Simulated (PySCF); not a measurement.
# Simulated absorption spectrum

Species: NbSe(OSiH3)3 (singlet state).
SMILES: `[SiH3][O][Nb](=[Se])([O][SiH3])[O][SiH3]`

Computed with TDDFT PBE0/def2-SVPD, vertical, gas phase, core orbitals frozen in the response, def2 core potentials past Kr (PySCF). Isolated species at its PBE0-D3(BJ)/def2-SVP geometry, gas phase. Spin–orbit coupling is left out.

Each state is given a Gaussian of 0.25 eV full width at half maximum, with ε(max) = 2.175×10⁸ f / Δν̃ (Δν̃ the width in cm⁻¹). The cross-section is σ = 3.8235×10⁻²¹ ε cm², given in Mb (10⁻¹⁸ cm²). The width is an assumption, not a result. The curve ends short of the highest state used, and states not computed would add to its high-energy end.

E (eV), σ (Mb) and a bar:
```
     3.20       0.00 
     3.23       0.00 
     3.27       0.00 
     3.30       0.00 
     3.33       0.00 
     3.37       0.00 
     3.40       0.00 
     3.43       0.01 
     3.47       0.02 
     3.50       0.05 
     3.53       0.10 
     3.57       0.24 #
     3.60       0.42 #
     3.63       0.68 ##
     3.67       1.13 ###
     3.70       1.52 ####
     3.74       1.99 #####
     3.77       2.22 ######
     3.80       2.28 ######
     3.84       2.09 #####
     3.87       1.79 #####
     3.90       1.41 ####
     3.94       0.91 ##
     3.97       0.59 ##
     4.00       0.36 #
     4.04       0.17 
     4.07       0.10 
     4.10       0.10 
     4.14       0.21 #
     4.17       0.44 #
     4.20       0.90 ##
     4.24       2.07 #####
     4.27       3.51 #########
     4.31       6.27 ################
     4.34       8.83 #######################
     4.37      11.49 ##############################
```

(1) Locate the maxima and give the states behind the curve.

(2) On this curve, what absorbance would a 10⁻⁴ mol/L sample give at 355 nm over a 1 cm path?

(3) Does any computed singlet lie in the visible range?

(4) Coming from long wavelengths, where does ε first pass 100 L mol⁻¹ cm⁻¹?

Answers

(1) 327 nm (3.80 eV), ε about 600, made up of S2 (48%) and S3 (52%) (ε in L mol⁻¹ cm⁻¹; maxima over ε = 5, shares over 10%). At its high-energy end, 4.37 eV, the curve is still rising (ε about 3000, from S4). The states used: S1 3.57 eV (f 0.0000); S2 3.80 eV (f 0.0027); S3 3.80 eV (f 0.0029); S4 4.45 eV (f 0.038); S5 4.66 eV (f 0.0000); S6 4.67 eV (f 0.0000); S7 4.87 eV (f 0.013); S8 4.87 eV (f 0.014); S9 4.97 eV (f 0.0001).

(2) 355 nm is 3.493 eV, where ε is about 10 L mol⁻¹ cm⁻¹, so A = ε c l ≈ 0.001 (Beer–Lambert, with the gas-phase spectrum and the assumed width).

(3) No computed singlet lies in the visible range (380 to 750 nm); the lowest, at 347 nm, stands 0.31 eV above its violet end (3.26 eV); a Tamm–Dancoff triplet lies at 413 nm, without intensity as long as spin–orbit coupling is left out.

(4) At about 345 nm (3.60 eV), 0.02 eV above S1.

Time: 2.4 min (grids of density and orbitals included); peak memory 1.5 GiB. Hardware: one thread of an Arm Neoverse V1, shared host.
